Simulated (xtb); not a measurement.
C2H4BNO2, SMILES C1N=CB(O1)O. All values are semi-empirical tight-binding results from xtb (GFN2-xTB unless named), good for trends rather than for accurate numbers. The structure is a stationary point at GFN2-xTB. This is a generated structure with no PubChem entry under its InChIKey; it may be hypothetical. One conformer was computed; it need not be the lowest.

Estimate the properties. (The exact figures need the calculation; the answer reports its results.)


- point group as xtb finds it: Cs
- orbital gap: 3.27 eV
- dipole moment: 2.00 D
- zero-point energy: 44.0 kcal/mol
- G − E(el) at 298.15 K (modified RRHO): 26.2 kcal/mol
- static polarisability (D4 model): 49.9 bohr³
- solvation energy, GFN2-xTB/ALPB(water): -6.7 kcal/mol
- solvation energy, GFN2-xTB/ALPB(benzene): -5.1 kcal/mol

Computed IR lines (harmonic; lines under 4 % of the strongest left out, lines within 3 cm⁻¹ merged):
ν (cm⁻¹): 562 (w), 605 (s), 767 (w), 912 (m), 1000 (w), 1024 (w), 1124 (m), 1213 (w), 1257 (w), 1382 (vs), 1429 (w), 2905 (w), 2934 (w), 3104 (w), 3612 (w) (against the strongest line: vs over 80 %, s over 45 %, m over 15 %, w over 4 %, vw less)
